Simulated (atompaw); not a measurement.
What the settings do to the PAW (atompaw) potential of cobalt

Base potential:

atompaw 4.2.0.5 input, output lines left out:

```
Co 27
GGA-PBE scalarrelativistic loggrid 1500 logderivrange -10 5 376
4 4 3 0 0 0
4 0 1.5
4 1 0
3 2 7
0 0 0
c
c
v
v
c
v
v
v
2
1.35 1.00 1.10 0.80
n
n
y
-0.4
n
custom polynom2 7 10 vanderbiltortho sinc
bessel
1.25
1.35
0.90
1.35
1.35
1.35
```

Cutoffs, loose and tight: the cutoffs (Ry, on a coarse ladder) from which the occupation-weighted sum of valence levels, in a spherical-Bessel basis at the reference potential, stays within 10 and 1 mRy of its value at 400 Ry. They see the waves, projectors and local potential, not the compensation charge or the core. A dash means not determined.

Cutoffs are not given where the Bessel-basis levels miss the radial ones by over 6 mRy, ghosts where they miss by over 20 mRy; a channel whose overlap is not positive is not tested.

```csv
change,outcome,"cutoff, loose","cutoff, tight",bound ghosts
base,generated,–,–,not determined
"core [Ar], valence charge 9; reference 3d7 4s1 4p0; waves now 4s (bound): rc 3.00 bohr; 4s channel at 1.6 Ry: rc 3.00 bohr; 4p (bound): rc 3.00 bohr; 4p channel at -0.2 Ry: rc 3.00 bohr; 3d (bound): rc 0.95 bohr; 3d channel at 0.2 Ry: rc 0.95 bohr; local potential bessel scheme, radius 2.25 bohr; core correction smooth core density matched at 1.95 bohr; augmentation sinc compensation charge, radius 2.15 bohr; PAW radius 3.00 bohr; waves and projectors: custom polynom2 7 10 vanderbiltortho",generated,–,–,not determined
"augmentation sinc compensation charge, radius 1.00 bohr; PAW radius 1.35 bohr; waves and projectors: custom rrkj vanderbiltortho",generated,100 Ry,180 Ry,none
non-relativistic,generated,–,–,not determined
reference 3s2 3p6 3d7 4s1 4p0,generated,–,–,not determined
wave 4s (bound): rc 1.35 bohr becomes 4s (bound): rc 0.96 bohr,failed: atompaw: The overlap operator has at least one negative eigenvalue!,–,–,–
```
